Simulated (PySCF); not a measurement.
Below is a simulated gas-phase C 1s photoelectron spectrum of `C#CC(=C)C(=C)F`.

Every computed line was given a Gaussian of 0.4 eV full width at half maximum and an area set by the number of equivalent atoms; the highest printed point is 100. Computed, not measured: PySCF, delta-SCF UKS SCAN, pcX-2 on the ionised atom, pcseg-1 elsewhere, spin-free X2C.

binding energy (eV), intensity and a bar:
```
    289.6          0 
    289.7          3 #
    289.8         10 ###
    289.9         29 #########
    290.0         59 ##################
    290.1         88 ##########################
    290.2        100 ##############################
    290.3         91 ###########################
    290.4         69 #####################
    290.5         44 #############
    290.6         25 #######
    290.7         18 #####
    290.8         24 #######
    290.9         36 ###########
    291.0         41 ############
    291.1         34 ##########
    291.2         20 ######
    291.3          9 ###
    291.4          5 ##
    291.5         10 ###
    291.6         22 #######
    291.7         36 ###########
    291.8         41 ############
    291.9         33 ##########
    292.0         19 ######
    292.1          8 ##
    292.2          2 #
    292.3          0 
    292.4          0 
    292.5          0 
    292.6          0 
    292.7          2 #
    292.8          7 ##
    292.9         18 #####
    293.0         32 ##########
    293.1         41 ############
    293.2         37 ###########
    293.3         23 #######
    293.4         10 ###
    293.5          3 #
    293.6          1 
    293.7          0
```

Problem. Count the maxima, the lines and the sites behind this envelope.

Solution. The curve has 4 maxima (at 290.2, 291.0, 291.8 and 293.1 eV). Under it lie 6 lines from 6 inequivalent carbon sites. At this width some lines have no maximum of their own.

Problem. Decompose the envelope and assign each component. Numbering: `[CH:1]#[C:2][C:3](=[CH2:4])[C:5](=[CH2:6])[F:7]`.

Solution. 
| position (eV) | relative area | line | atoms | environment |
| --- | --- | --- | --- | --- |
| 290.15 | 1 | C 1s | C6 | terminal =CH2 carbon |
| 290.15 | 1 | C 1s | C4 | terminal =CH2 carbon |
| 290.39 | 1 | C 1s | C1 | terminal alkyne carbon |
| 290.99 | 1 | C 1s | C2 | alkyne carbon |
| 291.79 | 1 | C 1s | C3 | fully substituted alkene carbon |
| 293.12 | 1 | C 1s | C5 | vinylic C–F carbon |

The listed C 1s values span 2.97 eV, from C6 (bonded to C (double bond) and 2 H) to C5 (bonded to F, C (double bond) and C). The widest gap between neighbouring values is 1.33 eV, between 291.79 and 293.12 eV. Summing the Pauling electronegativity differences to the bonded atoms, each weighted by its formal bond order, gives -0.70 for the lowest site and +1.43 for the highest; no listed site has a larger sum than the highest. The values 290.15 and 290.15 eV lie too close for their order to be trusted.

The curve has no shake-up lines and no vibrational structure. Spin contamination (⟨S²⟩ against 0.75 for a pure doublet) is marked for C 1s of C1 (0.90), C 1s of C2 (0.95), C 1s of C3 (0.96) and C 1s of C5 (0.92), which makes these values less certain. The structure is a single GFN2-xTB conformer in the gas phase; no vibrational or solvent corrections.

Time: 91 s of wall time; peak memory 0.62 GiB. Hardware: Arm Neoverse V2, one thread, shared host.

Conformer computed: `[CH:1]#[C:2][C:3](=[CH2:4])[C:5](=[CH2:6])[F:7]`: C2–C3–C5–C6 0°.
